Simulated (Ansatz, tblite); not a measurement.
Forces on `OB(O)CCCCc1ccc2ccc3cccc4ccc1c2c34` at its PBE-D4/def2-SVP geometry. The state is a singlet with charge 0.

The xTB rows come from tblite. Correlated methods freeze 23 core orbitals. Single mean-field runs in def2-TZVP are fitted with def2-universal-jkfit.

GFN2-xTB (tblite), largest force 1.06 eV/Å:

```xyz
42
positions Å, forces eV/Å
O     3.717   -5.417    0.495   -0.621    0.013   -0.864
B     2.619   -4.621    0.244    0.207   -0.394   -0.545
O     1.889   -4.676   -0.923    0.849   -0.574    0.253
C     2.184   -3.565    1.336   -0.349    0.163    0.743
C     2.397   -2.115    0.863    0.301    0.328   -0.564
C     1.999   -1.066    1.905   -0.380   -0.153    0.558
C     2.219    0.393    1.448    0.415    0.275    0.022
C     1.346    0.810    0.287   -0.428   -0.025   -0.469
C     1.866    0.778   -1.021   -0.218    0.052    0.089
C     1.091    1.104   -2.137   -0.018    0.000    0.254
C    -0.259    1.486   -1.990    0.066   -0.035    0.224
C    -1.086    1.829   -3.116   -0.427    0.117    0.077
C    -2.396    2.204   -2.951    0.433   -0.126   -0.024
C    -2.990    2.269   -1.643   -0.041   -0.008    0.243
C    -4.335    2.656   -1.447    0.100   -0.049    0.236
C    -4.887    2.712   -0.161    0.328   -0.094   -0.045
C    -4.113    2.382    0.959    0.058    0.005   -0.260
C    -2.764    1.988    0.813   -0.099    0.044   -0.227
C    -1.938    1.644    1.937    0.448   -0.125   -0.079
C    -0.628    1.264    1.774   -0.463    0.137    0.033
C    -0.015    1.194    0.473    0.088   -0.018   -0.146
C    -0.820    1.536   -0.669    0.093   -0.006   -0.003
C    -2.187    1.930   -0.500   -0.094    0.025    0.012
H     3.938   -6.032   -0.228   -0.054    0.354    0.545
H     2.213   -5.323   -1.574   -0.292    0.438    0.350
H     2.740   -3.745    2.280   -0.280    0.216   -0.497
H     1.105   -3.713    1.569    0.591    0.198   -0.106
H     1.824   -1.946   -0.074    0.180   -0.134    0.539
H     3.467   -1.963    0.593   -0.537   -0.164    0.241
H     0.931   -1.212    2.179    0.513    0.099   -0.243
H     2.581   -1.238    2.837   -0.205    0.109   -0.523
H     3.283    0.517    1.157   -0.493   -0.131    0.073
H     2.059    1.072    2.312   -0.003   -0.355   -0.413
H     2.918    0.485   -1.161   -0.633    0.169    0.067
H     1.530    1.067   -3.146   -0.249    0.016    0.613
H    -0.641    1.784   -4.122   -0.252    0.022    0.607
H    -3.017    2.464   -3.822    0.359   -0.151    0.530
H    -4.947    2.914   -2.325    0.353   -0.152    0.540
H    -5.937    3.017   -0.029    0.631   -0.184   -0.079
H    -4.549    2.427    1.969    0.247   -0.023   -0.617
H    -2.379    1.693    2.945    0.245   -0.026   -0.606
H    -0.031    1.011    2.661   -0.369    0.149   -0.538
```

PBE0-D4/def2-TZVP (Ansatz), largest force 0.73 eV/Å:

```
O -0.192 -0.228 -0.668
B -0.016 0.051 0.032
O 0.505 -0.503 -0.132
C -0.119 -0.022 0.309
C 0.106 0.161 -0.327
C -0.164 -0.097 0.289
C 0.203 0.128 0.088
C -0.329 0.041 -0.377
C -0.219 0.080 0.092
C -0.148 0.029 0.199
C 0.157 -0.069 0.273
C -0.483 0.142 0.035
C 0.475 -0.132 -0.091
C -0.089 0.002 0.294
C 0.173 -0.065 0.159
C 0.246 -0.072 -0.029
C 0.136 -0.024 -0.202
C -0.137 0.061 -0.269
C 0.477 -0.136 -0.032
C -0.473 0.134 0.104
C 0.130 0.000 -0.264
C 0.131 -0.036 -0.037
C -0.147 0.044 0.026
H -0.120 0.407 0.531
H -0.257 0.457 0.416
H -0.247 0.103 -0.445
H 0.489 0.092 -0.112
H 0.252 -0.083 0.467
H -0.484 -0.077 0.150
H 0.494 0.072 -0.158
H -0.248 0.089 -0.452
H -0.497 -0.061 0.109
H 0.065 -0.321 -0.412
H -0.538 0.146 0.070
H -0.220 0.018 0.515
H -0.236 0.026 0.511
H 0.325 -0.134 0.440
H 0.309 -0.131 0.452
H 0.550 -0.161 -0.069
H 0.218 -0.022 -0.519
H 0.232 -0.029 -0.511
H -0.312 0.123 -0.455
```

PBE-QIDH/def2-TZVP (Ansatz), largest force 0.93 eV/Å:

```
O -0.244 -0.289 -0.848
B 0.011 0.016 -0.024
O 0.639 -0.631 -0.160
C -0.166 -0.009 0.406
C 0.143 0.190 -0.409
C -0.203 -0.121 0.340
C 0.258 0.131 0.133
C -0.367 0.024 -0.367
C -0.185 0.063 0.098
C -0.163 0.042 0.145
C 0.155 -0.074 0.324
C -0.450 0.137 -0.013
C 0.434 -0.117 -0.128
C -0.086 -0.003 0.351
C 0.185 -0.065 0.113
C 0.217 -0.064 -0.025
C 0.156 -0.034 -0.160
C -0.146 0.071 -0.324
C 0.433 -0.125 0.012
C -0.426 0.116 0.153
C 0.137 -0.012 -0.301
C 0.157 -0.035 -0.049
C -0.181 0.053 0.028
H -0.186 0.558 0.692
H -0.320 0.603 0.578
H -0.309 0.129 -0.569
H 0.625 0.114 -0.152
H 0.304 -0.102 0.577
H -0.606 -0.096 0.195
H 0.611 0.092 -0.200
H -0.305 0.108 -0.567
H -0.615 -0.077 0.133
H 0.078 -0.396 -0.513
H -0.651 0.179 0.085
H -0.267 0.023 0.623
H -0.290 0.032 0.619
H 0.398 -0.164 0.532
H 0.376 -0.159 0.549
H 0.677 -0.198 -0.085
H 0.266 -0.027 -0.630
H 0.285 -0.036 -0.618
H -0.377 0.151 -0.544
```
